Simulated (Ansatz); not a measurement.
One geometry of [VO4]3- (VO₄³⁻), several levels of theory.

```yaml
crystal:
  periodic: [false, false, false]
  atoms:
    - {symbol: V, position_ang: [-0.000002, 0.000002, 0.000003]}
    - {symbol: O, position_ang: [0.010915, -0.018596, 1.744125]}
    - {symbol: O, position_ang: [1.640885, 0.010828, -0.591623]}
    - {symbol: O, position_ang: [-0.829807, 1.428009, -0.561034]}
    - {symbol: O, position_ang: [-0.821992, -1.420233, -0.591471]}
basis:
  gaussian: {orbitals: def2-TZVPD, initial_orbitals: start.molden}
total_charge: -3
hamiltonian: {xc: {name: wB97X-V}}
scf: {omitted_lower_state_checks: [starts]}
output: {orbitals: {seedname: orbitals}}
```

The file start.molden holds the orbitals of an earlier run on this structure, at another level or in another basis.

```sh
$ ansatz run in.yaml --threads 4 --pin off --events-out ev --progress --plain --max-ram 3916MiB
```

It prints (some lines left out):

```
Functional definition: wB97X-V
1228 factors; their error is unknown
289 factors; integrals over basis functions are off by at most 2.4e-5 eV
mean field evaluation 1: about -33865.9364 eV, gradient 1.0e1 eV
mean field evaluation 2: about -33866.0040 eV, gradient 1.5e-1 eV
mean field evaluation 4: about -33866.1001 eV, gradient 7.3e-4 eV
mean field -33866.10007249 eV, -1244.5562223968 hartree, gradient 2.4e-5 eV, S^2 0.000000; 0 other end points of the search recorded, 0 dependent functions left out
reference -33866.10007076 eV, -1244.5562223333 hartree; 29, 29 occupied and 179, 179 virtual orbitals, 1228 factors
Total energy: -33866.10007076 eV, -1244.5562223333 hartree
Checks for a lower state left out: starts
```

Run time 18 s (4 threads of Intel Xeon on a shared host), peak host memory 0.65 GiB.

Geometry: r2SCAN-D4/def2-SVPD.

A multiply charged anion in the gas phase is held together partly by the finite basis. A triplet lies near this restricted singlet, and broken spin symmetry wasn't tried. The highest occupied level of the charge -3 singlet lies above zero (up to 5.76 eV). The electron is either unbound and held by the finite basis, or the level is raised by self-interaction error.
